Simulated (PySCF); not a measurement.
Compound: C5H10SSi.
Structure used (GFN2-xTB), in Å, numbered top down from 1:
```
atom  x, y, z in Å
C1     3.394    0.911    0.379
C2     2.311    0.197   -0.259
C3     1.433   -0.398   -0.821
C4     0.335   -1.108   -1.419
S5    -1.063   -1.351   -0.240
Si6   -1.675    0.685    0.052
C7    -3.214    0.626    1.145
H8     3.557    1.868   -0.117
H9     4.311    0.324    0.327
H10    3.151    1.092    1.426
H11    0.637   -2.115   -1.710
H12   -0.054   -0.575   -2.288
H13   -1.961    1.238   -1.273
H14   -0.575    1.416    0.676
H15   -2.998    0.167    2.105
H16   -3.584    1.629    1.328
H17   -4.012    0.055    0.679
```

Computed with PBE0/def2-SVPD in PySCF (dipole) on a GFN2-xTB geometry, gas phase.

Masses are those of the commonest isotopes; rigid-rotor values at the optimised geometry. The values belong to one conformer with, in the numbering `[CH3:1][C:2]#[C:3][CH2:4][S:5][SiH2:6][CH3:7]`, C3–C4–S5–Si6 66°, C4–S5–Si6–C7 176°.

(1) Give the principal moments of inertia and the rotational constants in MHz.

(2) Classify the top.

(3) Is it planar, by Δ = Ic − Ia − Ib?

(4) Give the other two planar moments, Paa and Pbb, and the rms extents of the mass along the axes.

(5) List the rotational levels J(Ka,Kc) to J = 2 (cm⁻¹).

(6) Which types of transition are allowed, and where do some lines up to J = 4 fall?

(7) Estimate the classical rotational partition function at 50 K, 200 K and 500 K.

Results:

(1) Ia = 178.59, Ib = 580.14, Ic = 702.07 u·Å²; 505379 MHz·u·Å²/I gives A = 2830, B = 871.1, C = 719.8 MHz.

(2) An asymmetric top; Ray's κ = -0.857.

(3) Not planar: Δ = Ic − Ia − Ib = -56.66 u·Å². For a rigid frame Δ = −2 Σ m c², so Σ m c² = 28.33 u·Å² lies off the ab plane: 10.11 from hydrogen and 18.22 from heavier atoms. The atom farthest from that plane is 1.88 Å away.

(4) Paa = Σ m a² = (Ib + Ic − Ia)/2 = 551.81 and Pbb = Σ m b² = (Ia + Ic − Ib)/2 = 150.26 u·Å². With the mass M = 130.03 u, the rms extents √(P/M) along a, b and c are 2.06, 1.07, 0.47 Å.

(5) Above 0(0,0):
J = 1: 1(0,1) 0.0531, 1(1,1) 0.1184, 1(1,0) 0.1234
J = 2: 2(0,2) 0.1589, 2(1,2) 0.2195, 2(1,1) 0.2346, 2(2,1) 0.4306, 2(2,0) 0.4309

(6) The dipole components are |μa| = 0.62 D, |μb| = 1.29 D, |μc| = 0.60 D. Intensities carry the squares of the components, which stand as 0.23 : 1.00 : 0.22 (a : b : c). Some lines, for components of 0.1 D or more:

```csv
type,branch,"J(Ka,Kc)",MHz,lower level (cm⁻¹)
a,Q,"3(1,2) ← 3(1,3)",907,0.371
b,Q,"2(1,1) ← 2(0,2)",2270,0.159
b,Q,"3(1,2) ← 3(0,3)",2525,0.317
a,R,"2(0,2) ← 1(0,1)",3174,0.053
a,R,"3(1,3) ← 2(1,2)",4541,0.219
c,Q,"3(2,2) ← 3(1,2)",5654,0.401
b,Q,"3(2,2) ← 3(1,3)",6562,0.371
a,R,"4(1,3) ← 3(1,2)",6649,0.401
b,R,"2(2,1) ← 1(1,0)",9209,0.123
c,Q,"4(3,2) ← 4(2,2)",10074,0.806
b,Q,"4(3,2) ← 4(2,3)",10199,0.802
b,R,"3(2,2) ← 2(1,1)",10649,0.235
c,R,"3(2,2) ← 2(1,2)",11103,0.219
b,R,"4(2,3) ← 3(1,2)",12012,0.401
b,R,"3(3,1) ← 2(2,0)",14941,0.431
b,R,"3(3,0) ← 2(2,1)",14950,0.431
c,R,"4(3,1) ← 3(2,1)",16517,0.591
c,R,"4(4,0) ← 3(3,0)",20605,0.929
c,R,"4(4,1) ← 3(3,1)",20605,0.929
```

(7) Point group C1, symmetry number σ = 1; q = (√π/σ)·√((kT/h)³/(ABC)), k/h = 20836.6 MHz/K: 44700 at 50 K, 358000 at 200 K, 1410000 at 500 K.

Not checked by GFN2-xTB frequencies. No vibrational averaging or centrifugal distortion is included, and the geometry carries the error of its method. A rigid rotor knows nothing of internal rotation, which can split or shift real lines.
